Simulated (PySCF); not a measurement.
**ZrO: a composite coupled-cluster calculation**

State: ³Δ, triplet, unpaired electrons σ ↑, δ ↑. De refers to Zr (4d2 5s2) + O. ROHF-based CCSD(T) in PySCF 2.14 with Zr aug-cc-pVDZ-PP with ECP28, O aug-cc-pVDZ and Zr aug-cc-pVTZ-PP with ECP28, O aug-cc-pVTZ (frozen core orbitals: 5; scalar-relativistic core potentials). Correlation energies are extrapolated as n⁻³ (n = 2, 3), Hartree–Fock as (n+1)·exp(−9√n).

```json
{"Level": "CCSD(T)/DZ", "Re (Å)": "1.7821", "ωe (cm⁻¹)": "891.2", "ωexe (cm⁻¹)": "2.88", "αe (cm⁻¹)": "0.00170", "De (eV)": "7.064"}
{"Level": "CCSD(T)/TZ", "Re (Å)": "1.7649", "ωe (cm⁻¹)": "902.8", "ωexe (cm⁻¹)": "2.71", "αe (cm⁻¹)": "0.00165", "De (eV)": "7.413"}
{"Level": "HF/CBS", "Re (Å)": "1.7105", "ωe (cm⁻¹)": "1010.1", "ωexe (cm⁻¹)": "2.45", "αe (cm⁻¹)": "0.00153", "De (eV)": "4.547"}
{"Level": "MP2/CBS", "Re (Å)": "1.7642", "ωe (cm⁻¹)": "908.4", "ωexe (cm⁻¹)": "2.82", "αe (cm⁻¹)": "0.00171", "De (eV)": "8.378"}
{"Level": "CCSD/CBS", "Re (Å)": "1.7472", "ωe (cm⁻¹)": "943.8", "ωexe (cm⁻¹)": "2.25", "αe (cm⁻¹)": "0.00148", "De (eV)": "7.047"}
{"Level": "CCSD(T)/CBS", "Re (Å)": "1.7649", "ωe (cm⁻¹)": "903.4", "ωexe (cm⁻¹)": "2.65", "αe (cm⁻¹)": "0.00161", "De (eV)": "7.502"}
```

Task: How much is left between CCSD(T)/TZ and the basis-set limit, and how much do the triples give at the limit?

Result: CCSD(T)/CBS less CCSD(T)/TZ: +0.0 mÅ in Re, +0.6 cm⁻¹ in ωe and +0.089 eV in De. CCSD(T)/CBS less CCSD/CBS: +17.7 mÅ in Re, -40.4 cm⁻¹ in ωe and +0.455 eV in De.

The T1 diagnostic is 0.040, large enough to doubt a single reference. The state was picked by a PBE0 search and need not be the measured ground state. Spin–orbit coupling, excitations beyond (T) and corrections to the Born–Oppenheimer picture are left out.

The whole job (state search and all basis sets along the bond) took about 7.6 min on 4 threads of AMD EPYC 9R45 96-Core (shared host), peak memory 15 GiB.
